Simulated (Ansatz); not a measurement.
C2H5As, SMILES `C1C[AsH]1`. Total charge 0; spin multiplicity 1. Correlated methods include outer-core shells of As, which these sets cover unevenly. Scalar relativity is left out up to krypton.

```tsv
atom	x (Å)	y (Å)	z (Å)
C1	0.0590	0.3990	-0.7261
C2	-0.1388	0.3613	0.7349
As3	-0.7564	-1.3182	-0.1364
H4	1.0660	0.3320	-1.1166
H5	-0.6096	1.0150	-1.3158
H6	-0.9437	0.9516	1.1565
H7	0.7290	0.2672	1.3747
H8	0.5945	-2.0078	0.0288
```

Task: Give the diagnostics of a CCSD(T)/def2-TZVPP run (frozen core, the Gaussian-basis code of Ansatz). (An estimate is asked.)

Result: Computed: T1 = 0.0102, largest single amplitude 0.013, largest double 0.061, (T) share of the correlation energy 4.1 %, 8 CCSD cycles. The RHF solution is stable towards an unrestricted one. T1 lies under the customary mark of 0.02 for closed shells.
